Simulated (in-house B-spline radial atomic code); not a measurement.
Inner-shell binding energies (edges) and X-ray emission energies of free atoms and ions, as differences of relaxed hole-state energies with first-order Breit, QED and recoil terms, without correlation or multiplet splittings, in NIST's listed ground configurations. For neutral atoms such line energies lie within some 1 to 5 eV of tabulated X-ray lines (up to 20 eV for the heaviest). Removing outer electrons raises all edges nearly alike, so lines move far less than edges. K = 1s, L1 = 2s. A dash marks a subshell that is part filled or wasn't run, or a line left out. Computed with a B-spline radial code for spherical atoms: Dirac-Hartree-Fock, average of the configuration, finite nuclei.

```
 ion      configuration  K edge (eV)  L1 edge (eV)
  Sn  [Kr] 4d10 5s2 5p2      29207.3        4479.7
 Sn+  [Kr] 4d10 5s2 5p1            ?             ?
Sn2+      [Kr] 4d10 5s2      29226.8       4498.97
Sn4+          [Kr] 4d10            ?             ?
Sn5+           [Kr] 4d9      29276.4       4548.38
Sn6+           [Kr] 4d8        29301       4573.18
Sn7+           [Kr] 4d7      29327.1       4599.43
```

Task: Fill in the row of Sn+.

Result: K edge (eV): 29216.4; L1 edge (eV): 4488.68.

Task: Fill in the row of Sn4+.

Result: K edge (eV): 29253.3; L1 edge (eV): 4525.07.
